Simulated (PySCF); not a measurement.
Ge(F)(OH)2(NH2) (FGeH₄NO₂), SMILES [NH2][Ge]([OH])([OH])[F]. The structure is a stationary point at PBE-D3(BJ)/def2-SVP. This is a generated structure with no PubChem entry under its InChIKey; it may be hypothetical. Other conformers were not sampled.

Computed with PBE-D3(BJ)/def2-SVP (PySCF).

Harmonic wavenumbers (cm⁻¹): 115, 128, 170, 222, 245, 248, 283, 290, 544, 659, 701, 723, 733, 877, 897, 913, 1490, 3450, 3550, 3715, 3727. Rotational constants (GHz): 3.536, 3.281, 3.173; symmetry number 1.

Work out the zero-point energy and the ideal-gas rigid-rotor harmonic-oscillator thermochemistry at 298.15 K and 1 atm.

ZPE = ½ Σ hcν = ½ × 23678 cm⁻¹ = 141.63 kJ/mol. H − E(el) = 165.18 kJ/mol. Entropy in J/(mol K): translation 170.52, rotation 111.17, vibration 80.59, total 362.29. G − E(el) = 57.17 kJ/mol. Cp = 119.14 J/(mol K). Modes under 150 cm⁻¹ make the vibrational entropy uncertain.
